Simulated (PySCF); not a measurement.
Harmonic spectrum computed at PBE0 in the def2-TZVP basis family (core potentials from Rb on, PySCF, no spin–orbit coupling):

```json
{"ω (cm⁻¹)": "458", "IR (km/mol, summed over degenerate members)": "252", "degeneracy": "1"}
{"ω (cm⁻¹)": "586", "IR (km/mol, summed over degenerate members)": "105", "degeneracy": "2"}
{"ω (cm⁻¹)": "1737", "IR (km/mol, summed over degenerate members)": "15.7", "degeneracy": "1"}
{"ω (cm⁻¹)": "1739", "IR (km/mol, summed over degenerate members)": "402", "degeneracy": "2"}
```

Problem. Which molecule gave it? In each, all ligands are bound to the one heavy central atom.
A. NH₃ (singlet)
B. CrH₃ (quartet)
C. VH₃ (triplet)
D. BH₃ (singlet)

Solution. B. It has C3v symmetry with Cr–H 1.616 Å (×3).
